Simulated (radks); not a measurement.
Charge is removed step by step from the 5s1/2 level of the thallium ion Tl+, starting from [Hg]. All-electron calculation, Dirac Kohn-Sham, LDA (Slater exchange, Perdew-Wang correlation), spin-unpolarised, spherical densities, finite nucleus; Fermi nuclear charge, rms radius 5.4759 fm. Program: a radial shooting solver on a logarithmic mesh with Libxc functionals.

| removed (e) | E - E(0) (eV) | eigenvalue (eV) | E minus straight line (eV) |
|---|---|---|---|
| 0 | 0.000 | -138.22 | 0.000 |
| 0.125 | 17.408 | -140.31 | -0.940 |
| 0.25 | 35.078 | -142.42 | -1.617 |
| 0.375 | 53.013 | -144.55 | -2.029 |
| 0.5 | 71.217 | -146.71 | -2.173 |
| 0.625 | 89.693 | -148.90 | -2.044 |
| 0.75 | 108.44 | -151.11 | -1.641 |
| 0.875 | 127.47 | -153.34 | -0.961 |
| 1 | 146.78 | -155.60 | 0.000 |

Removing the whole electron costs 146.78 eV by Delta-SCF, against 138.22 eV from minus the eigenvalue at the starting occupation. Slater's transition state (half an electron removed) gives 146.71 eV. Integrating minus the eigenvalue over the occupation (Janak's theorem) gives 146.78 eV. The mean slope of the eigenvalue, de/dn, is 17.4 eV per electron.
